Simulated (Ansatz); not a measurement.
Calculated with Ansatz (gas phase, PBE0-D4/def2-TZVP geometries, no zero-point term in ΔE). CCSD(T)/CBS is the MP2 limit (def2-TZVPP, def2-QZVPP) plus CCSD(T) − MP2 in def2-TZVPP, frozen cores. This one scheme is used for every species. Elements past krypton have def2 core potentials. For Te outer-core shells are correlated without core-valence functions, which leaves a few kJ/mol of doubt a bond. Each species was taken in one conformer, which may not be the lowest.

Reaction (formal exchange of groups at the Si–F bond): `F[SiH2][TeH]` + CH₃OH → `OC[SiH2][TeH]` + H–F

```
        species  CCSD(T)/CBS(def2) energy (Eh)
 `F[SiH2][TeH]`                     -658.47489
          CH₃OH                     -115.61712
`OC[SiH2][TeH]`                     -673.64119
            H–F                     -100.39570
```

Q: Work out ΔE.

A: ΔE = (-673.64119) + (-100.39570) − (-658.47489) − (-115.61712) = 0.05512 Eh = +34.6 kcal/mol.

Largest T1 diagnostic among the species: 0.011.

In def2-TZVPP, CCSD(T) changes the Hartree–Fock value by −7.3 kcal/mol (the triples alone add −1.0 kcal/mol) and MP2 by −7.4 kcal/mol. The D4 term adds −2.4 kcal/mol with B3LYP and −1.4 kcal/mol with PBE0; it sums over pairs of atoms, weighted by their polarisabilities, and B3LYP, whose exchange is more repulsive, gets the larger term.

B3LYP here is the variant with VWN-RPA as its local correlation; programs differ in this.
